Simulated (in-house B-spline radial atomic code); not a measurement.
Computed with a B-spline radial atomic code. Model: two electrons, singlet ground state, non-relativistic, full CI in B-splines with partial waves to l = 8 (at full coupling up to 3e-4 hartree above the limit, correlation up to 0.6 % small), density held at that of full coupling by Lieb maximisation.

W(λ) is the mean repulsion in the state of coupling λ less the Hartree energy of the fixed density. Its start is exact exchange, its initial slope is twice the second-order Görling-Levy correlation energy, and its area from 0 to 1 is E_xc. A straight curve means weak, dynamic correlation, and a curve that drops fast and flattens means strong correlation.

Command:
```bash
python run_ac.py task.json out
```
Settings (lengths in bohr, energies in hartree):
```
potential              coulomb
strength               1.82
lmax                   8
wall_radius            0.468
```

Cost of the run: 1.2 s on 1 thread of Intel(R) Xeon(R) Processor @ 2.30GHz, with other jobs on the host.

**W = mean repulsion less Hartree energy, and W of three functionals.**

Given: confinement point charge; nuclear charge 1.82; hard wall radius 0.468 bohr; external potential -Z/r.

Computed: LDA exchange minus exact 559.41 millihartree; SCAN exchange minus exact -11.508 millihartree.

```json
{"coupling": "0", "W xc (hartree)": "-3.996", "W xc minus exchange (millihartree)": "0", "kinetic minus Kohn-Sham (millihartree)": "0", "LDA (PW92) W minus its exchange (millihartree)": "0", "PBE W minus its exchange (millihartree)": "0", "SCAN W minus its exchange (millihartree)": "0"}
{"coupling": "0.02", "W xc (hartree)": "-3.9981", "W xc minus exchange (millihartree)": "-2.084", "kinetic minus Kohn-Sham (millihartree)": "0", "LDA (PW92) W minus its exchange (millihartree)": "-15.42", "PBE W minus its exchange (millihartree)": "-3.38", "SCAN W minus its exchange (millihartree)": "-1.96"}
{"coupling": "0.05", "W xc (hartree)": "-4.0012", "W xc minus exchange (millihartree)": "-5.202", "kinetic minus Kohn-Sham (millihartree)": "0.1", "LDA (PW92) W minus its exchange (millihartree)": "-32.94", "PBE W minus its exchange (millihartree)": "-8.43", "SCAN W minus its exchange (millihartree)": "-4.86"}
{"coupling": "0.12", "W xc (hartree)": "-4.0085", "W xc minus exchange (millihartree)": "-12.429", "kinetic minus Kohn-Sham (millihartree)": "0.7", "LDA (PW92) W minus its exchange (millihartree)": "-66.38", "PBE W minus its exchange (millihartree)": "-20.06", "SCAN W minus its exchange (millihartree)": "-11.55"}
{"coupling": "0.25", "W xc (hartree)": "-4.0217", "W xc minus exchange (millihartree)": "-25.685", "kinetic minus Kohn-Sham (millihartree)": "3.2", "LDA (PW92) W minus its exchange (millihartree)": "-116.73", "PBE W minus its exchange (millihartree)": "-41.05", "SCAN W minus its exchange (millihartree)": "-23.73"}
{"coupling": "0.4", "W xc (hartree)": "-4.0368", "W xc minus exchange (millihartree)": "-40.717", "kinetic minus Kohn-Sham (millihartree)": "8.1", "LDA (PW92) W minus its exchange (millihartree)": "-165.32", "PBE W minus its exchange (millihartree)": "-64.33", "SCAN W minus its exchange (millihartree)": "-37.45"}
{"coupling": "0.6", "W xc (hartree)": "-4.0564", "W xc minus exchange (millihartree)": "-60.33", "kinetic minus Kohn-Sham (millihartree)": "17.9", "LDA (PW92) W minus its exchange (millihartree)": "-221.07", "PBE W minus its exchange (millihartree)": "-93.94", "SCAN W minus its exchange (millihartree)": "-55.27"}
{"coupling": "0.8", "W xc (hartree)": "-4.0755", "W xc minus exchange (millihartree)": "-79.466", "kinetic minus Kohn-Sham (millihartree)": "31.3", "LDA (PW92) W minus its exchange (millihartree)": "-270.06", "PBE W minus its exchange (millihartree)": "-122.09", "SCAN W minus its exchange (millihartree)": "-72.6"}
{"coupling": "1", "W xc (hartree)": "-4.0942", "W xc minus exchange (millihartree)": "-98.14", "kinetic minus Kohn-Sham (millihartree)": "48.1", "LDA (PW92) W minus its exchange (millihartree)": "-314.25", "PBE W minus its exchange (millihartree)": "-148.94", "SCAN W minus its exchange (millihartree)": "-89.48"}
{"coupling": "1.4", "W xc (hartree)": "-4.1302", "W xc minus exchange (millihartree)": "-134.15", "kinetic minus Kohn-Sham (millihartree)": "91.2", "LDA (PW92) W minus its exchange (millihartree)": "-392.32", "PBE W minus its exchange (millihartree)": "-199.28", "SCAN W minus its exchange (millihartree)": "-122.01"}
{"coupling": "2", "W xc (hartree)": "-4.1811", "W xc minus exchange (millihartree)": "-185.02", "kinetic minus Kohn-Sham (millihartree)": "177.5", "LDA (PW92) W minus its exchange (millihartree)": "-491.7", "PBE W minus its exchange (millihartree)": "-267.82", "SCAN W minus its exchange (millihartree)": "-168.07"}
{"coupling": "3", "W xc (hartree)": "?", "W xc minus exchange (millihartree)": "?", "kinetic minus Kohn-Sham (millihartree)": "?", "LDA (PW92) W minus its exchange (millihartree)": "?", "PBE W minus its exchange (millihartree)": "?", "SCAN W minus its exchange (millihartree)": "?"}
{"coupling": "4.5", "W xc (hartree)": "?", "W xc minus exchange (millihartree)": "?", "kinetic minus Kohn-Sham (millihartree)": "?", "LDA (PW92) W minus its exchange (millihartree)": "?", "PBE W minus its exchange (millihartree)": "?", "SCAN W minus its exchange (millihartree)": "?"}
{"coupling": "7", "W xc (hartree)": "-4.4943", "W xc minus exchange (millihartree)": "-498.3", "kinetic minus Kohn-Sham (millihartree)": "1516.8", "LDA (PW92) W minus its exchange (millihartree)": "-989.23", "PBE W minus its exchange (millihartree)": "-660.09", "SCAN W minus its exchange (millihartree)": "-462.83"}
{"coupling": "10", "W xc (hartree)": "-4.6189", "W xc minus exchange (millihartree)": "-622.9", "kinetic minus Kohn-Sham (millihartree)": "2567.4", "LDA (PW92) W minus its exchange (millihartree)": "-1168.1", "PBE W minus its exchange (millihartree)": "-814.1", "SCAN W minus its exchange (millihartree)": "-589.07"}
```

Q: What belongs in the row 3?

A: W xc (hartree): -4.2582; W xc minus exchange (millihartree): -262.21; kinetic minus Kohn-Sham (millihartree): 369.7; LDA (PW92) W minus its exchange (millihartree): -627.3; PBE W minus its exchange (millihartree): -367.79; SCAN W minus its exchange (millihartree): -238.54.

Q: What belongs in the row 4.5?

A: W xc (hartree): -4.3588; W xc minus exchange (millihartree): -362.73; kinetic minus Kohn-Sham (millihartree): 744.6; LDA (PW92) W minus its exchange (millihartree): -787.79; PBE W minus its exchange (millihartree): -493.56; SCAN W minus its exchange (millihartree): -332.09.

Q: What is the PBE exchange minus exact?

A: 179.63 millihartree.

**Energy parts, natural occupations and partial-wave weights.**

Computed: total energy 29.2665 hartree; exchange energy -3.996 hartree; kinetic part of the DFT correlation energy 0.048053 hartree; initial slope twice GL2 -0.10434 hartree; Hartree energy 7.9921 hartree; Kohn-Sham kinetic 45.714 hartree; Lieb Oxford ratio E_xc over LDA exchange 1.1774.

```json
{"natural": "s", "occupation of the shell (electrons)": "1.9986"}
{"natural": "p", "occupation of the shell (electrons)": "0.0012686"}
{"natural": "d", "occupation of the shell (electrons)": "?"}
{"natural": "s", "occupation of the shell (electrons)": "5.3094e-05"}
{"natural": "p", "occupation of the shell (electrons)": "9.4847e-06"}
{"natural": "f", "occupation of the shell (electrons)": "9.1154e-06"}
```

Q: What belongs in the row d?

A: occupation of the shell (electrons): 6.5622e-05.

| wave | weight |
| --- | --- |
| s | 0.99932 |
| p | ? |
| d | 3.4001e-05 |
| f | 4.9065e-06 |
| g | 1.1535e-06 |

Q: What belongs in the row p?

A: weight: 0.0006393.

Q: What is the correlation energy?

A: -0.050086 hartree.

Q: What is the kinetic part over minus potential part?

A: 0.48964.

Half-way to full coupling W has made 51 % of its drop, against 50 % for a straight line, and second-order (GL2) theory, half the initial slope, overshoots the correlation energy by about 4 %: correlation is weak here. Over couplings 0 to 1 the errors in E_xc come to about +426 millihartree for LDA, +152 millihartree for PBE, -7.3 millihartree for SCAN, so SCAN is nearest. In LDA and PBE and SCAN the errors of exchange and correlation have opposite signs, so the sum is smaller than the larger of the two.
